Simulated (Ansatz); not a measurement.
Reaction: RbCl (SMILES [Cl][Rb]) → RbCl+ (parent SMILES [Cl][Rb], doublet) + e-
Each species at its own B3LYP-D3(BJ)/def2-TZVP minimum (Ansatz, a quantum-chemistry and plane-wave program).

Total energies in hartree (Ansatz). UHF or UKS for unpaired electrons; spin-orbit terms are left out. Cores are frozen in correlated methods (noble-gas shells, and filled d and f shells in the p block). Past Kr the def2 sets carry scalar-relativistic core potentials. The spin of ClRb+ (parent SMILES [Cl][Rb], doublet) was assumed, and the state is the lowest solution found for it.

```tsv
species	HF/def2-TZVPP	CCSD(T)/def2-TZVPP	HF/def2-QZVPP	CCSD(T)/def2-QZVPP	CCSDT(Q)/def2-QZVPP
1: RbCl (SMILES [Cl][Rb])	-483.39512	-483.61917	-483.40936	-483.65784	-483.65873
2: RbCl+ (parent SMILES [Cl][Rb], doublet)	-483.14358	-483.33146	-483.15645	-483.36216	-483.36313
```

**Question.** Work out the adiabatic ionisation energy (electronic) in eV: take Hartree-Fock from def2-QZVPP, extrapolate the CCSD(T) correlation energy as X^-3 (X = 3, 4), and add CCSDT(Q) - CCSD(T) in def2-QZVPP. 1 hartree = 27.211 eV.

**Answer.** 
Species 1: correlation (64·(-0.24848) - 27·(-0.22405))/37 = -0.26631; step -0.00089; E1 = -483.40936 + (-0.26631) + (-0.00089) = -483.67656
Species 2: correlation (64·(-0.20571) - 27·(-0.18788))/37 = -0.21872; step -0.00097; E2 = -483.15645 + (-0.21872) + (-0.00097) = -483.37614
-1·E1 +1·E2 = 0.30042 hartree = 8.17 eV.
